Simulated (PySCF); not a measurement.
# Frontier orbitals and the lowest excitations

Species: C8H10Si.
Numbering: `[cH:1]1[cH:2][cH:3][c:4]([C@@H:5]2[CH2:6][SiH2:7]2)[cH:8][cH:9]1` (hydrogens: H10 on C1; H11 on C2; H12 on C3; H13 on C5; H14, H15 on C6; H16, H17 on Si7; H18 on C8; H19 on C9)

Structure used (PBE0-D3(BJ)/def2-SVP), in Å, numbered top down from 1:
```
atom  x, y, z in Å
C1    -2.8061   -0.5650   -0.0542
C2    -1.8213   -1.0498   -0.9127
C3    -0.4998   -0.6287   -0.7820
C4    -0.1276    0.2880    0.2129
C5     1.2727    0.7444    0.3987
C6     2.2938    0.6730   -0.7483
Si7    2.6776   -0.4903    0.6456
C8    -1.1313    0.7676    1.0682
C9    -2.4520    0.3486    0.9383
H10   -3.8424   -0.8937   -0.1595
H11   -2.0826   -1.7646   -1.6972
H12    0.2512   -1.0266   -1.4689
H13    1.3500    1.6506    1.0106
H14    2.9177    1.5637   -0.8784
H15    1.9328    0.2772   -1.7037
H16    2.3516   -1.9279    0.4835
H17    3.7893   -0.1740    1.5775
H18   -0.8655    1.4857    1.8489
H19   -3.2132    0.7432    1.6164
```

Computed, not measured: TDDFT wB97X-D/def2-SVPD, vertical, gas phase, core orbitals frozen in the response (PySCF).

Frontier orbitals with the atoms that hold most of them (Löwdin shares over 4%, at most four atoms; ? is withheld):

| orbital | ε (eV) | atoms |
| --- | --- | --- |
| LUMO+2 | 2.14 | Si7 21%, C6 14%, H16 7%, C1 7% |
| LUMO+1 | 1.52 | C2 20%, C8 19%, C9 15%, C3 14% |
| LUMO | 1.27 | ? |
| HOMO | ? | C5 17%, Si7 15%, C1 14%, C4 13% |
| HOMO-1 | -8.97 | ? |
| HOMO-2 | -9.47 | C6 28%, Si7 18%, C5 11%, C4 10% |
| HOMO-3 | -10.86 | C5 24%, C6 19%, C1 9%, Si7 9% |

(1) Give the leading atoms of the HOMO-1.

(2) Which atoms hold the LUMO, and with what shares?

(3) What is the HOMO energy, and the HOMO–LUMO gap?

Results:

(1) C3 (bonded to 2 C and H) 22%; C9 (bonded to 2 C and H) 21%; C8 (bonded to 2 C and H) 19%; C2 (bonded to 2 C and H) 19%.

(2) Si7 (bonded to 2 C and 2 H) 21%; C4 (bonded to 3 C) 14%; C1 (bonded to 2 C and H) 12%; C3 (bonded to 2 C and H) 8%. By element: carbon 34% or more, silicon 21%.

(3) ε(HOMO) = -7.93 eV; the gap is 9.20 eV (0.3381 hartree).

Q: How does S1 compare with the orbital gap of 9.20 eV?

A: S1 is at 5.10 eV (f = 0.017), 4.10 eV below the gap, made of HOMO→LUMO+1 (61%), HOMO-1→LUMO (16%), HOMO→LUMO (11%). Its leading pair isn't HOMO and LUMO; the energies of that pair differ by 9.45 eV. Without the coupling terms of the response equations the lowest excitation would equal the gap.

Next come S2 at 5.38 eV (f 0.352), HOMO→LUMO (81%), HOMO→LUMO+1 (10%); S3 at 6.17 eV (f 0.054), HOMO→LUMO+2 (54%), HOMO-1→LUMO+1 (20%); S4 at 6.25 eV (f 0.033), HOMO→LUMO+3 (29%), HOMO→LUMO+2 (15%), HOMO-1→LUMO (14%); S5 at 6.52 eV (f 0.114), HOMO-1→LUMO (37%), HOMO→LUMO+3 (31%), HOMO→LUMO+1 (12%).

Löwdin shares depend on the basis, the more so with diffuse functions.

One conformer stands for the species.
